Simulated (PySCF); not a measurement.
BeH2SSe, SMILES [SeH][Be][SH]. Geometry: B3LYP-D3(BJ)/def2-TZVP. One conformer was computed; it need not be the lowest.

Computed equilibrium geometry at B3LYP-D3(BJ)/def2-TZVP (PySCF confirms it by a frequency run) as a Z-matrix (one conformer of several):
```
Be
S 1 1.9001
H 2 1.3466 1 92.74
Se 1 2.0338 3 146.72 2 177.27
H 4 1.4736 1 90.93 3 92.30
```
